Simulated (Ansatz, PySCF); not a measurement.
Stretching the O3–H4 bond in BH3O2 (SMILES OBO) (multiplicity 1 held, fragments rigid). Energies count from the point at 0.965 Å.
Geometry at that point (charge 0, multiplicity 1):
```csv
atom,x (Å),y (Å),z (Å)
B,-0.3250,-0.2721,-0.2335
H,-1.1097,-0.9871,-0.7786
O,-0.2746,1.0316,-0.6053
H,0.3860,1.5368,-0.1152
O,0.5165,-0.7231,0.7449
H,0.4133,-1.6573,0.9449
```

U- levels take the lowest unrestricted solution at each point, which mixes spins at long bonds. Active spaces are followed from a long bond inwards. Curves can end on different states.

Frozen-core correlation. Rows in 3-21G, 6-31G* carry no dispersion term and start afresh at each structure (6-31G* with six Cartesian d functions). MP2/6-31G* freezes PySCF's default core.

Programs: Ansatz (Gaussian basis) for Hartree–Fock, density functionals and correlated methods; PySCF for 3-21G rows, 6-31G* rows. Values without a source in brackets are computed.

Other levels give for the energy at R = 3.089 Å: U-PBE/cc-pVTZ 114.92; U-B3LYP/cc-pVTZ 116.74; U-wB97X-V/cc-pVTZ 118.59; FIC-MRCISD+Q on CASSCF(4,3)/cc-pVTZ 119.34 kcal/mol.

Q: What do these common cheap choices give for the same quantity: R-HF/3-21G, R-HF/6-31G*, U-HF/6-31G*, R-B3LYP/6-31G*, U-B3LYP/6-31G*, R-MP2/6-31G*?

A: R-HF/3-21G 215.68; R-HF/6-31G* 215.48; U-HF/6-31G* 82.29; R-B3LYP/6-31G* 155.11; U-B3LYP/6-31G* 111.96; R-MP2/6-31G* 128.54 kcal/mol. They span 82.29 to 215.68 kcal/mol.

Doubts at one or more of the structures used: a restricted determinant that unrestricted orbitals would lower (R-HF/3-21G, R-HF/6-31G*, R-B3LYP/6-31G*, R-MP2/6-31G*); a spin-contaminated determinant (U-HF/6-31G*, U-B3LYP/6-31G*, U-PBE/cc-pVTZ, U-B3LYP/cc-pVTZ, U-wB97X-V/cc-pVTZ); active orbitals that take no part (FIC-MRCISD+Q on CASSCF(4,3)/cc-pVTZ).

Ansatz is a first-principles code.
